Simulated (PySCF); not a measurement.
Dipole response of Be (beryllium, neutral)

[He] 2s2, closed-shell 1S. All numbers are calculated (PySCF 2.14, the non-relativistic Hamiltonian (point nucleus), in aug-cc-pVTZ (5s4p3d2f, 46 functions)). Coupled (time-dependent) response in atomic units; α is the mean over directions.

```csv
method,mean α (bohr³),C₆ (like pair),S(−4)
UHF,45.48,281.8,1415
PBE,43.00,259.4,1268
PBE0,43.07,260.2,1268
B3LYP,43.21,259.4,1299
BHandHLYP,43.42,261.3,1311
```

S(−4) is the Cauchy moment in α(ω) = α(0) + S(−4) ω² + …

Reference α: 37.74 ± 0.03 bohr³ (recommended; Schwerdtfeger and Nagle, table of static dipole polarizabilities (2023 update)). Published C₆: 227.0 (Chu and Dalgarno (2004); Tang, Norbeck and Certain (1976)).

Hartree-Fock lies above the reference because it lacks correlation, which contracts the outer shell.

α(iu) at UHF:

```tsv
u (hartree)	α(iu) (bohr³)
0	45.48
0.0500	42.20
0.100	34.73
0.200	20.46
0.300	12.28
0.500	5.533
0.750	2.762
1.00	1.664
1.50	0.8059
2.00	0.4804
3.00	0.2325
5.00	0.09364
```

A single London oscillator, α(iu) = α/(1 + u²/ω²), gives C₆ = (3/4) ω α². Matching the computed C₆ needs ω = 4 × 281.8 / (3 × 45.48²) = 0.182 hartree.
